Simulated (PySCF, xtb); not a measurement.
In(Br)(OH)2 (BrH2InO2), SMILES [Br][In]([OH])[OH]. The values are those of a single conformer.

Harmonic wavenumbers (cm⁻¹) from GFN2-xTB run with xtb 6.7.1 at its own minimum, in rising order: 78, 92, 115, 238, 263, 311, 428, 459, 697, 742, 3597, 3643.

Q: What does PBE-D3(BJ)/def2-SVP run with PySCF 2.14.0 give at its own minimum? (The exact figures need the calculation; the answer reports its results.)

A: 85, 112, 113, 245, 254, 279, 564, 595, 829, 859, 3686, 3696. Paired by order, the mean absolute difference is 62 cm⁻¹ and the zero-point energies are 15.2 and 16.2 kcal/mol.
